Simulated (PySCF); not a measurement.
Input for PySCF:
```python
from pyscf import gto, scf, dft

mol = gto.M(
    atom='''
Si    1.669100   -0.434200   -0.530100
N     0.512000   -1.521400    0.146900
Si   -1.176600   -1.299400    0.428700
N    -1.441100    0.397000    0.603000
Si   -0.531500    1.723900   -0.021900
N     1.085500    1.165200   -0.249500
H     1.839600   -0.683200   -1.975100
H     2.940000   -0.600000    0.186000
H     0.821200   -2.476200    0.200700
H    -1.970600   -1.840900   -0.691100
H    -1.529800   -1.958400    1.692000
H    -2.349600    0.643400    0.956600
H    -0.519100    2.794500    0.982000
H    -1.105400    2.198500   -1.295700
H     1.756300    1.891300   -0.432500
''',
    basis='3-21g',
    charge=0,
    spin=2,
    verbose=5,
)

mf = dft.UKS(mol)
mf.xc = 'b3lyp'
mf.kernel()
```

Task: What does this run give for the Mulliken (on the basis functions themselves) charges in atom order, HOMO energy, <S^2>, number of basis functions?

Result: 
The Mulliken (on the basis functions themselves) charges in atom order comes out as Si1 0.76, N2 -0.74, Si3 0.76, N4 -1.07, Si5 1.13, N6 -1.07, H7 -0.09, H8 -0.11, H9 0.34, H10 -0.09, H11 -0.11, H12 0.33, H13 -0.18, H14 -0.19, H15 0.33. The HOMO energy is -0.76 eV and the <S^2> is 2.004. The number of basis functions is 84.

These values belong to the state on which the SCF converged, which isn't shown to be the lowest.
